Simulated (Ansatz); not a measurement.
Molecule: CH₇NSi, net charge 0, singlet state. 
Structure (B3LYP-D3(BJ)/def2-TZVP (Ansatz, a quantum-chemistry and plane-wave program) minimum search):
SMILES: CN[SiH3]
```xyz
10

C     -1.6126     0.4066    -0.4022
N     -0.4868     0.2290     0.5037
Si     1.0678    -0.2976    -0.0086
H     -2.1571    -0.5221    -0.6138
H     -1.2533     0.8015    -1.3549
H     -2.3225     1.1326     0.0005
H     -0.7619     0.0269     1.4522
H      1.1173    -1.6794    -0.5665
H      1.5478     0.6091    -1.0798
H      1.9631    -0.2452     1.1702
```

Total electronic energies in hartree. Correlated levels leave the core frozen unless marked. No spin-orbit coupling. Non-relativistic. CBS marks a two-point X^-3 extrapolation of the correlation energy; Hartree-Fock from the larger set.

```tsv
level	program	energy (Eh)
HF/6-31G*	Ansatz	-385.30799
RI-HF/cc-pV(T+d)Z	Ansatz	-385.38733
RI-HF/aug-cc-pV(Q+d)Z	Ansatz	-385.39886
SVWN5/def2-TZVPD	Ansatz	-384.58932
LC-wPBE/def2-TZVPD	Ansatz	-386.47000
PBE-QIDH/def2-TZVPD	Ansatz	-386.27098
RI-MP2/CBS(cc-pV(T+d)Z,cc-pV(Q+d)Z)	Ansatz	-385.9838
SCS-MP2/cc-pVTZ	Ansatz	-385.91938
CCSD(T)/CBS(aug-cc-pV(T+d)Z,aug-cc-pV(Q+d)Z)	Ansatz	-386.0380
```

Totals of different functionals don't rank their quality; only differences between species are comparable.
